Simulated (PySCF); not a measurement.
Job for PySCF: D3(BJ) and D4 dispersion corrections on SiF4 (SMILES F[Si](F)(F)F).

```python
from pyscf import gto
from pyscf.dispersion import dftd3, dftd4

mol = gto.M(
    atom='''
    F    -0.35796307    1.49476318    3.75354705
    Si   -0.02952351   -0.02391539    3.94813233
    F    -1.30281364   -0.89580062    3.68194004
    F     1.11883824   -0.44865347    2.96404178
    F     0.45610242   -0.25997971    5.42066693
    ''',
    basis='def2-svp',
    charge=0, spin=0, verbose=0, max_memory=1800)
d3, d4 = {}, {}
for xc in ['hf', 'pbe', 'blyp', 'revpbe', 'tpss', 'r2scan', 'b3lyp', 'pbe0', 'bhlyp', 'camb3lyp', 'b2plyp']:
    d3[xc] = float(dftd3.DFTD3Dispersion(mol, xc=xc, version='d3bj', atm=False).get_dispersion()['energy'])
    print(f'D3(BJ) {xc:10s} {d3[xc]:14.8f} Eh')
for xc in ['hf', 'pbe', 'blyp', 'revpbe', 'tpss', 'r2scan', 'b3lyp', 'pbe0', 'bhlyp', 'camb3lyp', 'b2plyp']:
    d4[xc] = float(dftd4.DFTD4Dispersion(mol, xc={'camb3lyp': 'cam-b3lyp'}.get(xc, xc), atm=True).get_dispersion()['energy'])
    print(f'D4     {xc:10s} {d4[xc]:14.8f} Eh')
```

Output:

```
D3(BJ) hf            -0.02267151 Eh
D3(BJ) pbe           -0.00235731 Eh
D3(BJ) blyp          -0.00523035 Eh
D3(BJ) revpbe        -0.00611780 Eh
D3(BJ) tpss          -0.00297175 Eh
D3(BJ) r2scan        -0.00059058 Eh
D3(BJ) b3lyp         -0.00427851 Eh
D3(BJ) pbe0          -0.00201406 Eh
D3(BJ) bhlyp         -0.00343741 Eh
D3(BJ) camb3lyp      -0.00180643 Eh
D3(BJ) b2plyp        -0.00199604 Eh
D4     hf            -0.01241591 Eh
D4     pbe           -0.00317076 Eh
D4     blyp          -0.00727087 Eh
D4     revpbe        -0.01066181 Eh
D4     tpss          -0.00430404 Eh
D4     r2scan        -0.00071219 Eh
D4     b3lyp         -0.00516708 Eh
D4     pbe0          -0.00261145 Eh
D4     bhlyp         -0.00374031 Eh
D4     camb3lyp      -0.00260624 Eh
D4     b2plyp        -0.00218110 Eh
```

The run finished.

Cost: around 0.03 core-seconds (rough).
